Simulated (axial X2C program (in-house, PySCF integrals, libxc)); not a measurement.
**Sn₂⁺: cheaper levels and CCSD(T), 2c**

Computed with an axial X2C code built on PySCF integrals. Two-component (2c) means X2C with spin–orbit coupling and atomic mean-field two-electron Coulomb and Gaunt terms. Basis: Sn dyall-cv3z [11s12p9d4f1g] (cores contracted in-house); Gaussian nuclei, density fitting, unrestricted open shells. Masses: Sn 119.902 u.

State: Ω = 3/2 (⟨Sz⟩ = 1.49, ⟨Lz⟩ = 0.01 at HF); fragments Sn+ + Sn.

```tsv
level	Re (Å)	ωe (cm⁻¹)
PBE0	2.783	171.7
HF	2.776	184.5
MP2	2.786	179.3
CCSD	2.803	173.5
TPSS	2.810	161.6
```

Correlated methods: 7 electrons correlated (number of frozen shells: Sn 4 s, 3 p, 2 d), 321 virtual spin orbitals or spinors in MP2, 90 natural virtuals in coupled cluster.

CCSD(T), same Hamiltonian and basis:

Re = 2.814 Å, ωe = 168.6 cm⁻¹; T1 = 0.020 (Lee–Taylor normalisation).

Q: Give the differences from CCSD(T) in the columns below.

A: 

| level | ΔRe (Å) | Δωe (cm⁻¹) |
| --- | --- | --- |
| PBE0 | -0.031 | 3.1 |
| HF | -0.038 | 15.9 |
| MP2 | -0.028 | 10.7 |
| CCSD | -0.011 | 4.9 |
| TPSS | -0.004 | -7.0 |

The state is one determinant whose occupation by symmetry is held fixed; it was picked as the lowest of a PBE0 search that is not exhaustive. De is not given where an atomic determinant may have missed its ground term or J level, or where the truncated virtual space spoils (T). Density functionals use the spin component along the axis (collinear). Coupled cluster ran in a truncated set of natural virtual spinors; the MP2 energy of the rest was added. (T) has no such correction and the atoms are truncated less, which lowers De at CCSD(T) by a hundredth of an eV or more. PBE0 can misorder states that lie within some tenths of an eV, so this need not be the ground state of the molecule. The nearest other 2c determinant of the search, Ω = 1/2, lies 0.30 eV up at the distance of the search. The functionals have no current-density term, which raises determinants with orbital currents, atoms included. With several unpaired electrons one determinant need not be a pure state. This is the top spin component of a Σ state; components of lower Ω are not single determinants and can lie lower. With the outer-core shells frozen, correlated bond lengths of heavy atoms tend to come out a few hundredths of an ångström too long.
